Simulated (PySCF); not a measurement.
H₆MoO₂, multiplicity 1. Atoms are numbered in the order given.

```xyz
9

Mo     0.0000     0.0000    -0.1241
O      1.7325     0.0000     0.6112
H      2.6269     0.0000     0.2450
O     -1.7325     0.0000     0.6112
H     -2.6269     0.0000     0.2450
H     -0.8592     0.0000    -1.5388
H      0.0000    -1.4150    -0.9898
H      0.0000     1.4150    -0.9898
H      0.8592     0.0000    -1.5388
```

Geometry optimised at r2SCAN-D4/def2-SVP. The geometry has at least one imaginary mode, so it is a saddle point at that level. The multiplicity is an assumed one; other spin states were not compared. The def2 effective core potentials stand for the cores of Mo; spin–orbit coupling is left out. Other conformers were not sampled.

Method: TDA-PBE/def2-SVPD (PySCF).

Vertical excitations. Isolated molecule, no solvent. State labels are in the subgroup C2v.

```json
[
 {"state": "S1", "symmetry": "B2", "energy (eV)": "3.24", "λ (nm)": "382", "f": "0.001", "main pairs": "HOMO→LUMO 100 %"},
 {"state": "S2", "symmetry": "A2", "energy (eV)": "3.83", "λ (nm)": "324", "f": "0.000", "main pairs": "HOMO−1→LUMO 96 %"},
 {"state": "S3", "symmetry": "A2", "energy (eV)": "4.31", "λ (nm)": "288", "f": "0.000", "main pairs": "HOMO→LUMO+1 96 %"},
 {"state": "S4", "symmetry": "B1", "energy (eV)": "4.66", "λ (nm)": "266", "f": "0.003", "main pairs": "HOMO−2→LUMO 83 %"},
 {"state": "S5", "symmetry": "B2", "energy (eV)": "4.85", "λ (nm)": "256", "f": "0.000", "main pairs": "HOMO−3→LUMO 98 %"},
 {"state": "S6", "symmetry": "B1", "energy (eV)": "4.92", "λ (nm)": "252", "f": "0.016", "main pairs": "HOMO→LUMO+2 82 %, HOMO−2→LUMO 13 %"},
 {"state": "S7", "symmetry": "B2", "energy (eV)": "5.23", "λ (nm)": "237", "f": "0.082", "main pairs": "HOMO−1→LUMO+1 92 %"},
 {"state": "S8", "symmetry": "A1", "energy (eV)": "5.36", "λ (nm)": "231", "f": "0.000", "main pairs": "HOMO−1→LUMO+2 91 %"},
 {"state": "S9", "symmetry": "B1", "energy (eV)": "5.75", "λ (nm)": "216", "f": "0.051", "main pairs": "HOMO−4→LUMO 65 %, HOMO−3→LUMO+2 23 %"},
 {"state": "S10", "symmetry": "A1", "energy (eV)": "5.84", "λ (nm)": "212", "f": "0.011", "main pairs": "HOMO→LUMO+3 80 %, HOMO−2→LUMO+1 14 %"},
 {"state": "T1", "symmetry": "B2", "energy (eV)": "2.74", "λ (nm)": "453", "f": "0", "main pairs": "HOMO→LUMO 100 %"},
 {"state": "T2", "symmetry": "A2", "energy (eV)": "3.20", "λ (nm)": "387", "f": "0", "main pairs": "HOMO−1→LUMO 100 %"},
 {"state": "T3", "symmetry": "B1", "energy (eV)": "4.10", "λ (nm)": "303", "f": "0", "main pairs": "HOMO−2→LUMO 99 %"},
 {"state": "T4", "symmetry": "A2", "energy (eV)": "4.12", "λ (nm)": "301", "f": "0", "main pairs": "HOMO→LUMO+1 100 %"}
]
```
Triplets are in the Tamm–Dancoff approximation.
